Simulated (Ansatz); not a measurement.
Si₂₂H₂₈, a nanocrystal cut from cubic silicon, relaxed as a singlet with RKS PBE-D4/def2-SVP in Ansatz, starting from the GFN2-xTB geometry. Force threshold 0.03 eV/Å.

Single mean-field runs in def2-SVP are fitted with def2-universal-jkfit.

Start:

```xyz
50

Si    2.3666    0.5815   -3.3687
Si   -0.6732   -1.9063   -3.6332
Si    1.9259    4.0031   -1.7424
Si    3.9531    1.2814    0.0018
Si    0.9176   -1.1025   -0.2024
Si    2.5634   -0.4733    3.2380
Si    0.4824    2.2211    1.4143
Si   -0.3672   -2.8684    2.9889
Si   -1.0825    1.5276   -1.9125
Si   -4.0978   -0.9235   -2.2642
Si   -2.4081   -0.1422    1.1646
Si   -2.0161   -3.5991   -0.5154
Si   -0.8311    0.5229    4.6704
Si    3.3965    2.2193   -2.0624
Si    0.4184   -0.2597   -2.3679
Si   -2.6077   -2.6907   -2.5841
Si    0.0115    3.1983   -0.6714
Si    2.0741    0.4737    1.1493
Si   -0.9832   -2.0256    0.8868
Si    0.6494   -1.2491    4.3284
Si   -1.3922    1.4280    2.5903
Si   -3.0524    0.6926   -0.9368
H     2.0504    1.1028   -4.7068
H     3.2904   -0.5279   -3.6463
H     0.2601   -3.0088   -3.9081
H    -0.9838   -1.3825   -4.9718
H     1.5960    4.6539   -3.0188
H     2.5606    5.0832   -0.9730
H     4.9262    0.1918   -0.1624
H     4.6693    2.2531    0.8412
H     1.8527   -2.2273   -0.4075
H     3.5442   -1.5547    3.0654
H     3.2782    0.5039    4.0727
H     1.1403    3.2433    2.2523
H     0.5156   -4.0294    2.8056
H    -1.5437   -3.4392    3.6608
H    -1.4373    2.0996   -3.2264
H    -4.5375   -0.3619   -3.5499
H    -5.3518   -1.3922   -1.6561
H    -3.6210   -0.6461    1.8391
H    -1.1269   -4.7577   -0.6845
H    -3.1910   -4.1707    0.1591
H    -0.2473    1.5367    5.5608
H    -2.0250    0.0812    5.4061
H     4.6146    2.7105   -2.7373
H    -3.2520   -3.7241   -3.4204
H    -0.9448    4.3029   -0.4531
H     1.0168   -1.8341    5.6342
H    -2.3303    2.5552    2.7695
H    -3.9703    1.8295   -0.7156
```

Task: Estimate the energy that the relaxation releases and the steps that it takes.

Result: 67.0 kJ/mol, in 4 steps; 21 s on 2 threads of AMD EPYC 7R13 on a shared host and a share (18 GiB) of an NVIDIA H100 80GB HBM3. No frequencies were taken in this run, so the end may be a saddle point.

Task: Does the start keep its bonding and symmetry?

Result: By distances, no bond broke or formed. The bond that changes most is Si8–H35, from 1.47 to 1.51 Å (atoms count from 1). Point group C3v at the start, C3v at the end, both within 0.05 Å.

Task: Predict the relaxed structure.

Result: 
Cartesian coordinates in Å:
```
Si 2.344 0.540 -3.372
Si -0.630 -1.894 -3.630
Si 1.883 3.978 -1.717
Si 3.949 1.249 0.033
Si 0.980 -1.176 -0.216
Si 2.588 -0.469 3.201
Si 0.517 2.242 1.439
Si -0.372 -2.890 2.945
Si -1.084 1.533 -1.959
Si -4.067 -0.889 -2.232
Si -2.436 -0.173 1.184
Si -1.985 -3.604 -0.480
Si -0.841 0.540 4.617
Si 3.379 2.190 -2.049
Si 0.406 -0.253 -2.300
Si -2.577 -2.682 -2.564
Si -0.055 3.188 -0.639
Si 2.015 0.459 1.116
Si -0.953 -1.968 0.860
Si 0.653 -1.252 4.292
Si -1.419 1.467 2.531
Si -3.034 0.752 -0.896
H 1.970 1.113 -4.717
H 3.295 -0.611 -3.598
H 0.333 -3.034 -3.854
H -0.978 -1.300 -4.973
H 1.516 4.589 -3.047
H 2.540 5.043 -0.874
H 4.911 0.102 -0.166
H 4.622 2.282 0.904
H 1.939 -2.325 -0.428
H 3.556 -1.608 2.989
H 3.270 0.580 4.044
H 1.196 3.285 2.298
H 0.573 -4.047 2.732
H -1.615 -3.414 3.622
H -1.444 2.115 -3.307
H -4.456 -0.295 -3.564
H -5.320 -1.387 -1.554
H -3.674 -0.698 1.876
H -1.033 -4.758 -0.678
H -3.215 -4.123 0.226
H -0.194 1.592 5.484
H -2.081 0.047 5.321
H 4.625 2.695 -2.741
H -3.239 -3.737 -3.422
H -1.031 4.322 -0.416
H 1.025 -1.849 5.630
H -2.378 2.620 2.718
H -3.975 1.914 -0.671
```
Bond lengths: 30 × Si–Si 2.35 to 2.36 Å; 28 × H–Si 1.51 Å.
